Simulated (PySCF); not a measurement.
Correlation energy of Br(3+) (bromine, charge +3)

[Ar] 3d10 4s2 4p2, high-spin 3P determinant. All numbers are calculated (PySCF 2.14, a scalar-relativistic core potential, in aug-cc-pVTZ-PP with ECP10MDF (6s5p4d2f, 55 functions)). Frozen: 3s2 3p6 3d10; 4 electrons correlated.

```tsv
level	correlation energy (mhartree)
CCSD	-76.45
(T)	-1.41
CCSD(T)	-77.86
CCSDT	-78.21
```

Diagnostics: T1 = 0.0056, D1 = 0.0150, largest double amplitude 0.091.

Cost of the coupled-cluster step: about 1.2 core-seconds, for 4 correlated electrons.

Iterations:

```
CC2 = 0
CCSD nocc = (np.int64(3), np.int64(1)), nmo = (46, 46)
frozen orbitals [[0, 1, 2, 3, 4, 5, 6, 7, 8], [0, 1, 2, 3, 4, 5, 6, 7, 8]]
max_cycle = 100
direct = 0
conv_tol = 1e-08
conv_tol_normt = 1e-06
diis_space = 8
diis_start_cycle = 0
Init t2, MP2 energy = -0.0603030434023352
Init E_corr(UCCSD) = -0.060303043411179
cycle = 1  E_corr(UCCSD) = -0.072111780712512  dE = -0.0118087373  norm(t1,t2) = 0.0367638
cycle = 2  E_corr(UCCSD) = -0.0750082792280052  dE = -0.00289649852  norm(t1,t2) = 0.0126469
cycle = 3  E_corr(UCCSD) = -0.0764675522769123  dE = -0.00145927305  norm(t1,t2) = 0.00519189
cycle = 4  E_corr(UCCSD) = -0.076445110264615  dE = 2.24420123e-05  norm(t1,t2) = 0.000708442
cycle = 5  E_corr(UCCSD) = -0.0764495496355396  dE = -4.43937092e-06  norm(t1,t2) = 8.15066e-05
cycle = 6  E_corr(UCCSD) = -0.0764487583977018  dE = 7.91237838e-07  norm(t1,t2) = 1.31667e-05
cycle = 7  E_corr(UCCSD) = -0.0764490698390512  dE = -3.11441349e-07  norm(t1,t2) = 1.50025e-06
cycle = 8  E_corr(UCCSD) = -0.0764489919983156  dE = 7.78407356e-08  norm(t1,t2) = 2.49467e-07
cycle = 9  E_corr(UCCSD) = -0.0764489959070061  dE = -3.9086905e-09  norm(t1,t2) = 4.10235e-08
UCCSD converged
E(UCCSD) = -413.1580294448395  E_corr = -0.0764489959070061
UCCSD(T) correction = -0.00140871796936807
```
